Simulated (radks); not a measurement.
Results of a calculation; reference values are marked as such.
Excited configurations of K+: one electron is placed in a higher orbital outside [Ne] 3s2 3p5. The ground configuration is [Ar]. Level of theory: scalar-relativistic Kohn-Sham, PBE, spin-polarised, spherical densities, point nucleus; open shells are filled with parallel spins first (a radial shooting solver on a logarithmic mesh with Libxc functionals). Excitation = E - E(ground); binding = E(ion) - E, where the ion is the core of charge +2; n* = 2/sqrt(2 binding) in atomic units, and the quantum defect is n - n*.

outer orbital,excitation (eV),binding (eV),eigenvalue (eV),<r> (bohr)
4p,22.911,8.717,-6.656,4.480
5s,25.925,5.703,-4.557,7.544
5f,29.206,2.422,-1.874,14.67
6f,29.895,1.734,-1.379,22.06
7p,29.636,1.993,-1.636,21.36
7d,30.055,1.573,-1.288,26.35

The Delta-SCF ionisation energy is 31.629 eV (NIST Atomic Spectra Database: 31.625 eV, measured). Self-interaction in the functional shifts the binding energies and quantum defects, so they are the method's values and not measured ones. Open shells are spherical and high-spin; term and fine-structure splittings are not resolved.
